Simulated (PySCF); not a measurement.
SMILES C(O)CC=C (C4H8O), GFN2-xTB optimised geometry.

```
13

C      1.75    -0.65     0.00
C      0.44    -0.65     0.00
C     -0.41     0.58     0.00
C     -1.37     0.60     1.20
O     -2.33    -0.42     1.02
H      2.32     0.27    -0.01
H      2.33    -1.56     0.00
H     -0.12    -1.58     0.01
H      0.21     1.47     0.03
H     -1.02     0.60    -0.91
H     -1.86     1.58     1.26
H     -0.80     0.44     2.12
H     -2.91    -0.44     1.79
```

Density from PBE0/def2-TZVP in PySCF at that geometry.

Minimum of the electron density along straight lines between bonded atoms, close to the bond critical point (lines longer than 1.1 times the sum of covalent radii, or with two minima, are not listed):

```
bond    length / Å  ρ at the minimum / e bohr⁻³  ∇²ρ there / e bohr⁻⁵  position (fraction from the first atom)
------  ----------  ---------------------------  --------------------  ---------------------------------------
C1–C2        1.319                        0.360                 -1.13                                     0.50
C2–C3        1.495                        0.263                 -0.70                                     0.51
C3–C4        1.531                        0.248                 -0.63                                     0.49
C4–O5        1.411                        0.263                 -0.59                                     0.35
C1–H6        1.078                        0.286                 -1.01                                     0.64
C1–H7        1.077                        0.287                 -1.03                                     0.64
C2–H8        1.081                        0.288                 -1.03                                     0.65
C3–H9        1.091                        0.279                 -0.96                                     0.64
C3–H10       1.093                        0.277                 -0.95                                     0.64
C4–H11       1.101                        0.280                 -0.98                                     0.64
C4–H12       1.100                        0.281                 -0.98                                     0.64
O5–H13       0.962                        0.363                 -2.45                                     0.80
```
